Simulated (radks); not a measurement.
Task: All-electron atom: Pm V in [Kr] 4d10 4f4 5s2 5p5 (not the ground configuration). Method: scalar-relativistic Kohn-Sham, BLYP, spin-polarised, spherical densities, finite nucleus; open shells are filled with parallel spins first (spin-orbit coupling, left out, can overturn this in heavy ions); Fermi nuclear charge, rms radius 4.962 fm; computed with a radial shooting solver on a logarithmic mesh with Libxc functionals. Some entries of the table are withheld. Estimate them.

| orbital | occ. | eigenvalue (hartree) | <r> (bohr) |
|---|---|---|---|
| 1s up | 1 | -1656.258 | 0.02318 |
| 1s down | 1 | -1656.256 | 0.02318 |
| 2s up | 1 | -270.7072 | 0.09896 |
| 2s down | 1 | -270.7051 | 0.09896 |
| 2p up | 3 | -241.9603 | 0.08710 |
| 2p down | 3 | -241.9575 | 0.08710 |
| 3s up | 1 | -60.37866 | 0.2606 |
| 3s down | 1 | -60.32851 | 0.2605 |
| 3p up | 3 | -51.35105 | 0.2589 |
| 3p down | 3 | -51.30089 | 0.2587 |
| 3d up | 5 | -38.96205 | 0.2363 |
| 3d down | 5 | -38.92272 | 0.2361 |
| 4s up | 1 | -13.39636 | 0.5921 |
| 4s down | 1 | -13.26646 | 0.5920 |
| 4p up | 3 | -10.42815 | 0.6265 |
| 4p down | 3 | -10.29862 | 0.6264 |
| 4d up | 5 | -6.23280 | 0.6846 |
| 4d down | 5 | -6.10364 | 0.6847 |
| 5s up | 1 | -3.08576 | 1.381 |
| 5s down | 1 | -2.98701 | 1.393 |
| 5p up | 3 | -2.31361 | (1) |
| 5p down | 2 | -2.22937 | (2) |
| 4f up | 4 | -1.73947 | 0.9069 |
| 4f down | 0 | -1.61627 | 0.9222 |
| 5d up | 0 | -1.33277 | (3) |
| 5d down | 0 | -1.28001 | (4) |
| 6s up | 0 | -1.13963 | 2.980 |
| 6s down | 0 | -1.11864 | 3.024 |
| 6p up | 0 | -0.92103 | 3.394 |

Result: 
(1) 5p up <r> (bohr): 1.566
(2) 5p down <r> (bohr): 1.587
(3) 5d up <r> (bohr): 2.062
(4) 5d down <r> (bohr): 2.119
